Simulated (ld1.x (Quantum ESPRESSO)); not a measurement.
nickel (Ni), PAW: configuration errors across variants

Ni (Z = 28), PAW, made with ld1.x (Quantum ESPRESSO) 7.5 (revPBE, scalar-relativistic). Core [Ne] 3s2, reference 3p6 3d8 4s1.75 4p0.25. Waves: 4s (bound): rcut 1.75, rcutus 2.20 bohr; 4s channel at 0.05 Ry: rcut 1.75, rcutus 2.20 bohr; 3p (bound): rcut 1.10, rcutus 1.25 bohr; 4p (bound): rcut 1.10, rcutus 1.25 bohr; 3d (bound): rcut 0.90, rcutus 1.05 bohr; 3d channel at 0.35 Ry: rcut 0.90, rcutus 1.05 bohr. Local part: all-electron potential smoothed inside 2.15 bohr (lloc = -1). Core correction: Bessel-smoothed model core, default radius (core density twice the valence density). Augmentation charge: PSQ, inside the norm-conserving radii.

All-electron excitation energies from the reference (eV): (1) 3p6 3d8 4s2 4p0 -1.105; (2) 3p6 3d8 4s1 4p0 8.115; (3) 3p6 3d8 4s0 4p0 25.295.

2 further variants failed, have other tests or too few solved ones, and are left out.

Errors AE − PS in meV (a dash: test not solved or not reliable):

```tsv
change	(1)	(2)	(3)	bound ghosts
base	+0.1	-1.0	-5.2	none
waves 4s (bound): rcut 1.75, rcutus 1.88 bohr; 4s channel at 0.05 Ry: rcut 1.75, rcutus 1.88 bohr	+0.1	-1.1	-5.1	none
waves 4s (bound): rcut 1.75, rcutus 2.10 bohr; 4s channel at 0.05 Ry: rcut 1.75, rcutus 2.10 bohr	+0.1	-1.1	-5.1	none
waves 4s (bound): rcut 1.75, rcutus 2.22 bohr; 4s channel at 0.05 Ry: rcut 1.75, rcutus 2.22 bohr	+0.1	-1.0	-5.2	none
waves 4s (bound): rcut 1.75, rcutus 2.46 bohr; 4s channel at 0.05 Ry: rcut 1.75, rcutus 2.46 bohr	+0.1	-1.0	-5.2	none
waves 4s (bound): rcut 1.75, rcutus 2.94 bohr; 4s channel at 0.05 Ry: rcut 1.75, rcutus 2.94 bohr	+0.1	-0.8	-5.2	none
waves 4s (bound): rcut 1.75, rcutus 3.06 bohr; 4s channel at 0.05 Ry: rcut 1.75, rcutus 3.06 bohr	+0.1	-0.8	-5.3	none
waves 4s (bound): rcut 1.75, rcutus 3.30 bohr; 4s channel at 0.05 Ry: rcut 1.75, rcutus 3.30 bohr	+0.1	-0.8	-5.2	none
```

Give the same row for: waves 4s (bound): rcut 1.75, rcutus 2.62 bohr; 4s channel at 0.05 Ry: rcut 1.75, rcutus 2.62 bohr.

+0.1, -0.9, -5.2; bound ghosts: none.
